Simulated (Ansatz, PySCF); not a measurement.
Breaking a bond: GeBe, lowest singlet found (which spin is the ground state isn't settled by this scan).

Methods: RKS-PBE = restricted PBE/aug-cc-pVDZ (Ansatz, an electronic-structure program); RKS-PBE0 = restricted PBE0/aug-cc-pVDZ (Ansatz); RKS-BLYP = restricted BLYP/aug-cc-pVDZ (Ansatz); RHF/6-31G* = PySCF 2.14.0 with restricted Hartree-Fock/6-31G*, spherical d; RCCSD = CCSD on RHF/aug-cc-pVDZ, cores with 3d frozen in Ansatz.

Energies are in kcal/mol, each relative to the lowest point of its own curve between 1.80 and 2.55 Å, where full CI is lowest.

```json
[
 {"R / Å": "1.55", "RKS-PBE": "92.6", "RKS-PBE0": "91.9", "RKS-BLYP": "92.5", "RHF/6-31G*": "96.6", "RCCSD": "100.4"},
 {"R / Å": "1.69", "RKS-PBE": "45.3", "RKS-PBE0": "44.5", "RKS-BLYP": "45.5", "RHF/6-31G*": "47.6", "RCCSD": "50.8"},
 {"R / Å": "1.80", "RKS-PBE": "23.2", "RKS-PBE0": "22.4", "RKS-BLYP": "23.5", "RHF/6-31G*": "24.5", "RCCSD": "27.0"},
 {"R / Å": "1.88", "RKS-PBE": "12.9", "RKS-PBE0": "12.2", "RKS-BLYP": "13.2", "RHF/6-31G*": "13.7", "RCCSD": "15.7"},
 {"R / Å": "1.96", "RKS-PBE": "6.2", "RKS-PBE0": "5.6", "RKS-BLYP": "6.5", "RHF/6-31G*": "6.7", "RCCSD": "8.1"},
 {"R / Å": "2.06", "RKS-PBE": "1.6", "RKS-PBE0": "1.2", "RKS-BLYP": "1.8", "RHF/6-31G*": "1.9", "RCCSD": "2.6"},
 {"R / Å": "2.10", "RKS-PBE": "0.6", "RKS-PBE0": "0.4", "RKS-BLYP": "0.8", "RHF/6-31G*": "0.9", "RCCSD": "1.3"},
 {"R / Å": "2.20", "RKS-PBE": "0.0", "RKS-PBE0": "0.0", "RKS-BLYP": "0.0", "RHF/6-31G*": "0.0", "RCCSD": "0.0"},
 {"R / Å": "2.27", "RKS-PBE": "0.6", "RKS-PBE0": "0.8", "RKS-BLYP": "0.5", "RHF/6-31G*": "0.4", "RCCSD": "0.2"},
 {"R / Å": "2.33", "RKS-PBE": "1.7", "RKS-PBE0": "2.0", "RKS-BLYP": "1.4", "RHF/6-31G*": "1.1", "RCCSD": "0.9"},
 {"R / Å": "2.46", "RKS-PBE": "5.1", "RKS-PBE0": "5.6", "RKS-BLYP": "4.5", "RHF/6-31G*": "3.3", "RCCSD": "3.5"},
 {"R / Å": "2.55", "RKS-PBE": "8.1", "RKS-PBE0": "8.6", "RKS-BLYP": "7.1", "RHF/6-31G*": "5.0", "RCCSD": "5.8"}
]
```

At the longest distance, 2.55 Å, RKS-PBE0 lies highest above its minimum (8.6 kcal/mol) and RHF/6-31G* lowest (5.0 kcal/mol).

The scan ran from 1.55 to 7.36 Å; beyond the distances shown full CI changes its symmetry label. The restricted form behind RKS-PBE, RKS-PBE0, RKS-BLYP, RHF/6-31G* keeps the bonding electrons paired and can't separate into open-shell fragments. The T1 diagnostic of CCSD on the restricted reference of RCCSD exceeds 0.045 at 1.55 to 1.69, 2.55 Å.
